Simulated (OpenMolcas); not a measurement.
**Mn: CASPT2 settings compared**

- Program: OpenMolcas 26.06
- Basis: ANO-RCC-VDZ [5s4p2d]
- Scalar Hamiltonian: DKH4, point nucleus
- Active space: 7 electrons in 6 orbitals (3d 4s)
- State averaging: 2S+1 = 6 even, 6 roots; 2S+1 = 4 even, 52 roots kept (CI in the orbitals of an earlier block); 2S+1 = 2 even, 24 roots kept (CI in the orbitals of an earlier block)
- Spin-orbit coupling: RASSI with atomic mean-field integrals over the reference wave functions, term energies averaged over their components

Methods on the same reference wave functions:
A. CASSCF
B. SS-CASPT2, IPEA 0 Eh, imaginary shift 0.15 Eh (closed shells correlated: 3s 3p)
C. MS-CASPT2, IPEA 0 Eh, imaginary shift 0.15 Eh (closed shells correlated: 3s 3p)
D. XMS-CASPT2, IPEA 0.6 Eh, real shift 0.5 Eh (closed shells correlated: none)

Energies in cm-1 above 3d5 4s2 6S 5/2.

```json
{"Level": "3d5 4s2 6S 5/2", "A": "0.0", "B": "0.0", "C": "0.0", "D": "0.0"}
{"Level": "3d5 4s2 4G 11/2", "A": "28008", "B": "30990", "C": "30710", "D": "33050"}
{"Level": "3d5 4s2 4G 9/2", "A": "28009", "B": "30990", "C": "30710", "D": "33050"}
{"Level": "3d5 4s2 4G 7/2", "A": "28011", "B": "30990", "C": "30710", "D": "33050"}
{"Level": "3d5 4s2 4G 5/2", "A": "28012", "B": "30990", "C": "30710", "D": "33050"}
```

Among B to D the level of the table that moves most is 3d5 4s2 4G 5/2, by 2300 cm-1 (lowest in C, highest in D). Moves below CASPT2's spread within the term are not significant.

The lowest spin-free term lies below A's lowest term by 0.336 hartree in B, 0.336 hartree in C, 0.191 hartree in D.

CASPT2 does not keep the components of a term degenerate, so their means are used; among the terms shown or strongly mixed into the levels shown the widest spread is 890 cm-1 (3d5 4s2 4G, D). Over all roots computed the reference weight is 0.87 to 0.93 in B, 0.87 to 0.93 in C, 0.92 to 0.98 in D; the roots of lowest weight are the least certain, and an intruder state may touch them. Terms from blocks run as CI alone lack orbitals of their own. Without dynamic correlation excited terms often stand tens of per cent too high (terms of higher spin than the ground term too low), and those without a measured partner can miss by more than the paired ones (holds for A). Levels of configurations outside the active space are missing. The table leaves out levels that lie high or whose names do not pair safely across all columns.
